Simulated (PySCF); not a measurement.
**P⁺ (phosphorus, charge +1): UHF calculation**

Configuration: [Ne] 3s2 3p1 4s1, high-spin 3P determinant (an excited configuration). Computed with PySCF 2.14 in aug-cc-pVDZ-DK (5s4p2d, 27 functions), with scalar relativity by spin-free X2C-1e.

```
Total energy                                                  : -340.772157 hartree
One-electron energy                                           : -463.5254 hartree
Hartree (Coulomb) energy                                      : 144.9734 hartree
Exchange energy                                               : -22.2201 hartree
⟨S²⟩                                                          : 2.0110
⟨L²⟩                                                          : 2.079
Sum of ⟨r⟩                                                    : 14.51 bohr
Sum of ⟨r²⟩                                                   : 40.01 bohr²
Traceless quadrupole moment −½Σ⟨3z² − r²⟩ along its main axis : -0.874 e·bohr²
Langevin diamagnetic susceptibility                           : -31.7 ×10⁻⁶ cm³/mol
```

```json
{"shell": "1s α", "electrons": "1", "mean orbital energy (eV)": "-2200.8", "spread (eV)": "0", "rms radius, mean of both spins (bohr)": "0.120"}
{"shell": "1s β", "electrons": "1", "mean orbital energy (eV)": "-2200.5", "spread (eV)": "0", "rms radius, mean of both spins (bohr)": "0.120"}
{"shell": "2s α", "electrons": "1", "mean orbital energy (eV)": "-223.32", "spread (eV)": "0", "rms radius, mean of both spins (bohr)": "0.559"}
{"shell": "2s β", "electrons": "1", "mean orbital energy (eV)": "-222.94", "spread (eV)": "0", "rms radius, mean of both spins (bohr)": "0.559"}
{"shell": "2p α", "electrons": "3", "mean orbital energy (eV)": "-164.83", "spread (eV)": "0.444", "rms radius, mean of both spins (bohr)": "0.539"}
{"shell": "2p β", "electrons": "3", "mean orbital energy (eV)": "-164.31", "spread (eV)": "0.635", "rms radius, mean of both spins (bohr)": "0.539"}
{"shell": "3s α", "electrons": "1", "mean orbital energy (eV)": "-34.220", "spread (eV)": "0", "rms radius, mean of both spins (bohr)": "1.90"}
{"shell": "3s β", "electrons": "1", "mean orbital energy (eV)": "-30.916", "spread (eV)": "0", "rms radius, mean of both spins (bohr)": "1.90"}
{"shell": "3p α", "electrons": "1", "mean orbital energy (eV)": "-23.857", "spread (eV)": "0", "rms radius, mean of both spins (bohr)": "2.18"}
{"shell": "4s α", "electrons": "1", "mean orbital energy (eV)": "-8.634", "spread (eV)": "0", "rms radius, mean of both spins (bohr)": "5.07"}
```

The outer electron is Rydberg-like, and this basis confines it to a smaller radius and binds it less than a complete one would.

Densities and radii are taken from the X2C orbitals without a picture-change correction, which distorts them close to the nucleus.

Spin-orbit constants ζ (cm⁻¹) from the X2C one-electron operator on these orbitals: bare nucleus, nucleus screened by l(l+1)(2l+1)/3 electrons, and screened by the Breit-Pauli mean field of the electrons.

| shell | bare | screened nucleus | mean field |
| --- | --- | --- | --- |
| 2p | 5444 | 4718 | 4387 |
| 3p | 397.6 | 344.6 | 315.5 |

To first order the Landé constant is A = 157.8 cm⁻¹, so the lowest level has J = 0 and lies 0.0391 eV below the centre of the term. This holds in LS coupling only.
